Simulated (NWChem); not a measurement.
Basis-set convergence for AuCl

SMILES: [Cl][Au]
```xyz
2

Au     0.0000     0.0000    -0.3990
Cl     0.0000     0.0000     1.8540
```
Charge 0, spin multiplicity 1.

Everything below was run with NWChem. The geometry was optimised at PBE0/def2-SVP with def2 effective core potentials on Au, a minimum by its harmonic frequencies.

Quantity: vertical ionisation energy at the level ΔPBE (Δ: difference of total energies, the cation a doublet at the parent's geometry with its hole in an orbital of symmetry b1 (C2v labels); it is the state that the SCF runs reached, from PBE0 orbitals for Hartree-Fock references, and need not be the lowest).

Effective core potentials replace the inner electrons of Au; spin-orbit coupling is left out. The structure started from a generated list of species. The stability of the SCF solutions was not checked.

Relative cost: rough, from shared machines, SCF included, def2-SVP = 1.

Problem. In def2-QZVP the value is 10.36 eV. Among def2-SVP, def2-SVPD, def2-TZVP, def2-TZVPD, def2-TZVPP, which is the smallest basis within 0.2 eV of it?

Solution. def2-SVP, with 50 functions against 142 and about 20 % of the time (also within reach: def2-SVPD, def2-TZVP, def2-TZVPD, def2-TZVPP). def2-QZVP isn't the basis-set limit itself, and a small set can land close by cancellation.

```csv
basis,functions,vertical ionisation energy (eV),relative cost
def2-SVP,50,10.36,1
def2-SVPD,62,10.46,under 3
def2-TZVP,77,10.36,under 3
def2-TZVPD,89,10.37,under 3
def2-TZVPP,98,10.36,under 3
def2-QZVP,142,10.36,5
```
